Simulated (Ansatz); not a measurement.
Consider the cleavage of the Si–Al bond: `[BH2][Al]([SiH3])[O][SiH3]` + `CSCS` → `CSCS[SiH3]` + `[BH2][AlH][O][SiH3]`.

Isolated molecules relaxed with PBE0-D4/def2-TZVP in Ansatz; ΔE leaves out vibrations. CBS: MP2 limit from def2 TZ/QZ plus the TZ coupled-cluster correction, frozen cores. DFT in def2-TZVPP. Each species was taken in one conformer, which may not be the lowest.

```
             level  ΔE (kJ/mol)  difference from CCSD(T)/CBS
            PBE-D4        -39.4                         11.6
         r2SCAN-D4        -47.7                          3.3
           PBE0-D4        -43.1                          7.9
           ωB97X-V        -49.3                          1.7
               PBE        -33.6                         17.4
            r2SCAN        -46.5                          4.5
     HF/def2-TZVPP        -48.4                          2.6
    MP2/def2-TZVPP        -59.8                         -8.8
SCS-MP2/def2-TZVPP        -56.2                         -5.2
   CCSD/def2-TZVPP        -45.2                          5.8
CCSD(T)/def2-TZVPP        -46.5                          4.5
     HF/def2-QZVPP        -48.7                          2.3
    MP2/def2-QZVPP        -62.5                        -11.5
SCS-MP2/def2-QZVPP        -58.7                         -7.7
     MP2/CBS(def2)        -64.3                        -13.3
    CCSD/CBS(def2)        -49.7                          1.3
       CCSD(T)/CBS        -51.0                            0
```

Largest T1 diagnostic among the species: 0.013.

The D4 term adds −9.5 kJ/mol with B3LYP and −4.8 kJ/mol with PBE0; it sums over pairs of atoms, weighted by their polarisabilities, and B3LYP, whose exchange is more repulsive, gets the larger term. From PBE to PBE0 (25 % exact exchange), in def2-TZVPP and without D4, ΔE moves by −4.7 kJ/mol.

B3LYP here is the variant with VWN-RPA as its local correlation; programs differ in this.
